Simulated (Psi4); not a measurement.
A dimer, H2O ··· CH2O (SMILES O and C=O); the first 3 atoms form monomer A.

```
7

O     -0.0013     0.3896     0.0000
H     -0.7644    -0.1973     0.0000
H      0.7657    -0.1923     0.0000
C      2.7618    -0.2730    -0.6679
O      1.8731    -0.9368    -0.2132
H      2.6558     0.8169    -0.8334
H      3.7390    -0.7122    -0.9484
```

What interaction energy does SAPT0/jun-cc-pVDZ, frozen core (Psi4 1.11) give, and which attractive term is the largest?

Total 27.93 kJ/mol: electrostatics -124.30, exchange 247.54, induction -68.08, dispersion -27.23. The most attractive term is electrostatics.
